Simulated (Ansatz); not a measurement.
ZnF₂, 3 atoms. Hardware: 4 threads of Arm Neoverse V2 on a shared host.

The 6-31G sets use Cartesian d functions. Correlated methods freeze 11 core orbitals.

**Question.** How many basis functions does each of these Ansatz runs have, and roughly what does it cost? r2SCAN-D4/def2-TZVPD, charge -1 doublet at the geometry of the charge 0 singlet, energy, from earlier orbitals; r2SCAN-D4/def2-TZVP, charge 1 doublet at the geometry of the charge 0 singlet, energy, from earlier orbitals; CCSD(T)/def2-TZVPD, charge -1 doublet at the geometry of the charge 0 singlet, energy, from earlier orbitals; PBE0-D4/def2-SVP, charge 0 singlet, energy, from earlier orbitals; RPA@PBE/def2-TZVP, charge 0 singlet, energy, from earlier orbitals; HF/STO-3G, charge 0 singlet, energy; PBE0-D4/def2-TZVP, charge 1 doublet at the geometry of the charge 0 singlet, energy; B2PLYP/def2-TZVP, charge 0 singlet, energy, from earlier orbitals; BHLYP-D4/def2-TZVP, charge 0 singlet, energy, from earlier orbitals; HF/6-31G, charge 0 singlet, energy; HSE06-D4/def2-TZVP, charge 0 singlet, energy, from earlier orbitals; PBE-QIDH/def2-TZVP, charge 0 singlet, energy, from earlier orbitals.

**Answer.** Other jobs shared the machine, so times can vary by a factor of up to 3. A dash marks memory too small to be measured apart from the calling script's.

| run | functions | fitting or Cholesky vectors | wall time | peak host memory (GiB) |
| --- | --- | --- | --- | --- |
| HF/STO-3G, charge 0 singlet, energy | 28 | 316 | 0.1 s | – |
| HF/6-31G, charge 0 singlet, energy | 47 | 447 | 0.15 s | – |
| PBE0-D4/def2-SVP, charge 0 singlet, energy, from earlier orbitals | 59 | 560 | 0.4 s | – |
| BHLYP-D4/def2-TZVP, charge 0 singlet, energy, from earlier orbitals | 110 | 940 | 0.65 s | – |
| HSE06-D4/def2-TZVP, charge 0 singlet, energy, from earlier orbitals | 110 | 853 | 0.7 s | – |
| RPA@PBE/def2-TZVP, charge 0 singlet, energy, from earlier orbitals | 110 | 823 | 0.9 s | – |
| B2PLYP/def2-TZVP, charge 0 singlet, energy, from earlier orbitals | 110 | 823 | 1.1 s | – |
| PBE-QIDH/def2-TZVP, charge 0 singlet, energy, from earlier orbitals | 110 | 823 | 1.1 s | – |
| r2SCAN-D4/def2-TZVPD, charge -1 doublet at the geometry of the charge 0 singlet, energy, from earlier orbitals | 131 | 858 | 3.4 s | – |
| CCSD(T)/def2-TZVPD, charge -1 doublet at the geometry of the charge 0 singlet, energy, from earlier orbitals | 131 | 937 | 9 s | 0.96 |
| r2SCAN-D4/def2-TZVP, charge 1 doublet at the geometry of the charge 0 singlet, energy, from earlier orbitals | 110 | 772 | 22 s | – |
| PBE0-D4/def2-TZVP, charge 1 doublet at the geometry of the charge 0 singlet, energy | 110 | 853 | 24 s | – |
